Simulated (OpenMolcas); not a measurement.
## Ionisation energies of rubidium

```json
{
 "Program": "OpenMolcas 26.06",
 "Basis": "ANO-R3 [7s6p4d2f1g]",
 "Scalar Hamiltonian": "X2C, finite nucleus",
 "Spin-orbit coupling": "RASSI with atomic mean-field integrals over the reference wave functions, term energies averaged over their components"
}
```

Active shells in each charge state: the valence s, p shells, with orbitals averaged over the low states. Where CASPT2's correlated closed shells are named, they are those of the first ion.

A. CASSCF
B. SS-CASPT2, IPEA 0.25 Eh, imaginary shift 0.1 Eh (closed shells correlated: 4s 4p)
C. SS-CASPT2, IPEA 0.25 Eh, imaginary shift 0.1 Eh (closed shells correlated: none)
D. SS-CASPT2, IPEA 0.25 Eh, imaginary shift 0.1 Eh (closed shells correlated: 3d 4s 4p)
E. SS-CASPT2, IPEA 0 Eh, imaginary shift 0.1 Eh (closed shells correlated: 4s 4p)

Energies in eV between the lowest computed levels, named as in B; reference values from the NIST Atomic Spectra Database with their kind.

| From | To | A | B | C | D | E | Spin-orbit share in B | Reference |
| --- | --- | --- | --- | --- | --- | --- | --- | --- |
| Rb 5s ²S_1/2 | Rb+ 4p⁶ ¹S₀ | 3.794 | 4.096 | 3.794 | 4.103 | 4.123 | +0.000 | 4.177 (measured) |

Error against the reference values, in %:

```
From  Reference     A     B     C     D     E
  Rb   measured  -9.2  -1.9  -9.2  -1.8  -1.3
```

Absolute error against the one measured value: A 0.38 eV, B 0.08 eV, C 0.38 eV, D 0.07 eV, E 0.05 eV. E lies closest.
